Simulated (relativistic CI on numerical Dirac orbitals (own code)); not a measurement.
# Hyperfine structure of Ir⁴²⁺, mass number 191

Method of calculation: Dirac-Coulomb-Breit CI, KLI orbitals optimised for each configuration, model QED (radiative potential, 1s self-energy scaled to tabulated hydrogen-like ionisation energies), unscaled Slater integrals (own radial code, finite nucleus).

Configuration list (outside the closed core [Ar] 3d10): 4s2 4p5, 4s 4p6, 4s2 4p4 4d, 4s 4p5 4d, 4s2 4p4 4f, 4s 4p5 4f, 4p6 4d, 4s 4p4 4d2, 4s2 4p3 4d 4f, 4p6 4f, 4p5 4d 4f, 4p5 4d2, 4p4 4d3, 4p4 4d2 4f. Double excitations out of closed p, d and f shells are left out; levels of such configurations are missing from the list, as are those of other unlisted configurations, and high levels can miss mixing partners.

Nuclear spin I = 3/2, μ = 0.1502 μN, Q = 0.816 b (tables of Stone and Pyykkö). The electronic factors are computed for point nuclear moments, without core polarisation or the Bohr-Weisskopf and QED corrections.

```
            Level  E (cm⁻¹)  A (GHz)  B (GHz)
  4s2 4p5 2P°_3/2         0    6.803     -112
  4s2 4p5 2P°_1/2    928941     63.2         
4s2 4p4 4d 2D_3/2   1395702    3.516     59.4
4s2 4p4 4d 4F_9/2   1491712    3.744     33.7
4s2 4p4 4d 2P_1/2   1495796     13.2         
4s2 4p4 4d 2D_5/2   1603766    1.887      127
    4s 4p6 2S_1/2   1844122    155.2
```

Levels with J = 0, under 50 % of one LS term, or S terms without an open s electron are left out. Small factors come from cancelling terms and can be off by tens of per cent or more.

At this charge energies of transitions that change n are usually good to better than 1 %, and those within a shell (Δn = 0) to a few per cent.

**Question.** Give the hyperfine levels of 4s2 4p5 2P°_1/2 relative to its centre of gravity.

**Answer.** With K = F(F + 1) − I(I + 1) − J(J + 1), E = AK/2: F = 1: -79, F = 2: 47.4 GHz.

LS names give the leading component of a level, which can be under half, so a name can repeat, a term be missing and a line seem to break the LS rules.
